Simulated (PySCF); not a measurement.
A structure optimised at PBE0-D3(BJ)/def2-SVP, used in a PySCF frequency run:

```xyz
14

C      1.7168    -1.2318     0.4252
C      1.3064     0.0429     0.3243
N      0.0320     0.4916     0.0187
C     -0.2467     1.8917     0.2619
Si    -1.2152    -0.6401    -0.4773
H      1.0418    -2.0854     0.3146
H      2.7674    -1.4487     0.6193
H      2.0347     0.8502     0.4745
H     -1.2031     2.1757    -0.1984
H     -0.3077     2.1326     1.3390
H      0.5364     2.5296    -0.1830
H     -0.7193    -1.4782    -1.6087
H     -1.6403    -1.5601     0.6247
H     -2.3813     0.1882    -0.8996
```

**Question.** Write its SMILES and formula.

**Answer.** C=CN(C)[SiH3], C3H9NSi

**Question.** What are its rotational constants (standard atomic weights)?

**Answer.** 4.6613, 3.6275, 2.1247 GHz
